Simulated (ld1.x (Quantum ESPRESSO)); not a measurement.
**B (Z = 5): one change to a TM potential, before and after**

* Element: boron (B)
* Generator: ld1.x (Quantum ESPRESSO) 7.5
* Type: norm-conserving Troullier–Martins (Kleinman–Bylander form)
* Functional: LDA (PZ)
* Relativity: non-relativistic
* Frozen core: [He]
* Valence charge: 3
* Reference configuration: 2s1.75 2p1.25
* Partial waves: 2p (bound): rc 2.05 bohr; 2s (bound): rc 1.35 bohr
* Local potential: the s channel
* Core correction: a·sin(br)/r model core inside 1.30 bohr

All-electron outer shells of the reference configuration (LDA (PZ), non-relativistic, ld1.x):

```tsv
shell	level (eV)	outermost node (bohr)	outermost maximum (bohr)
2s	-9.51	0.46	1.52
2p	-3.84	–	1.55
```

Change: core correction a·sin(br)/r model core inside 0.74 bohr.

Cutoffs: the cutoffs (Ry, on a coarse ladder) from which the occupation-weighted sum of valence levels, in a spherical-Bessel basis at the reference potential, stays within 10 and 1 mRy of its value at 400 Ry; they do not see the model core or the augmentation charge, which bear on the density cutoff. Errors are all-electron minus pseudo energies relative to the spin-unpolarised reference configuration.

Q: What does the change do?

A: The potential gets neither clearly harder nor softer (25 Ry and 55 Ry → 25 Ry and 55 Ry); of the 9 tests that both files solve, the error grows in 0 and shrinks in 7 by more than 15 % and 0.3 meV (median size 5.1 → 3.7 meV); neither file shows a bound ghost. A model core, the more so a compact one, raises the density cutoff, which this test does not measure.

| quantity | base | changed |
| --- | --- | --- |
| cutoff, loose | 25 Ry | 25 Ry |
| cutoff, tight | 55 Ry | 55 Ry |
| bound ghosts | none | none |
| error for 2s2 2p1, meV [ΔE -1.42 eV] | +0.2 | +0.1 |
| error for 2s2 2p0, meV [ΔE 6.91 eV] | +30 | +21 |
| error for 2s1 2p0, meV [ΔE 32.21 eV] | +139 | +82 |
| error for 2s2 2p0.5, meV [ΔE 1.53 eV] | +5.1 | +3.7 |
| error for 2s1 2p2, meV [ΔE 4.26 eV] | +2.1 | +1.4 |
| error for 2s2 2p1.3, meV [ΔE -2.19 eV] | -0.1 | -0.1 |
| error for 2s1 2p1, meV [ΔE 12.86 eV] | +1.5 | -0.7 |
| error for 2s1.75 2p1.25 (spin-polarised), meV [ΔE -0.56 eV] | +50 | +17 |
| error for 2s2 2p1 (spin-polarised), meV [ΔE -1.65 eV] | +21 | +6.7 |
| s: phases at 2.25 bohr within 0.05 rad from the reference energy up to (Ry; the scan ends near 5) | 3.0 | 3.0 |
| p: phases at 2.25 bohr within 0.05 rad from the reference energy up to (Ry; the scan ends near 5) | 2.5 | 2.5 |
